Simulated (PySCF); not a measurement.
Zn(Et)(NH2) (C2H7NZn), SMILES C[CH2][Zn][NH2]. Atoms are numbered in the order given.

```xyz
11

Zn    -0.1346     0.1823     0.4123
C      0.8651    -1.1516    -0.6099
C      0.7576    -1.0252    -2.1359
H      0.5211    -2.1503    -0.2856
H      1.9229    -1.0911    -0.2966
H      1.1288    -0.0516    -2.4974
H     -0.2838    -1.1190    -2.4864
H      1.3423    -1.8043    -2.6580
N     -1.1150     1.4907     1.2464
H     -0.6067     2.1778     1.8029
H     -1.9165     1.1957     1.8038
```

Geometry optimised at B3LYP-D3(BJ)/def2-SVP. The structure was generated by enumeration; whether it is a known compound was not checked. The values are those of a single conformer.

The numbers are results of IEF-PCM-ωB97X/def2-SVP run with PySCF, not measurements.

The values are the electrostatic part of the solvation free energy, E(continuum) − E(gas) at the gas-phase geometry, in a cavity of scaled van der Waals radii (PySCF's table); cavitation and dispersion terms are not included. A continuum can't describe solvent molecules that bind to the metal. In vacuum the orbital gap is 10.74 eV. The dipole moment in vacuum is 1.21 D.

**Question.** Estimate the values in water (ε = 78.36), N,N-dimethylformamide (ε = 37.22), ethanol (ε = 24.85). (Estimate from the structure and the level; the computed values follow.)

**Answer.** 
| solvent | ε | ΔG(elec) (kcal/mol) | dipole (D) | gap (eV) |
|---|---|---|---|---|
| water | 78.36 | -9.9 | 1.54 | 11.09 |
| N,N-dimethylformamide | 37.22 | -9.6 | 1.53 | 11.08 |
| ethanol | 24.85 | -9.4 | 1.52 | 11.07 |
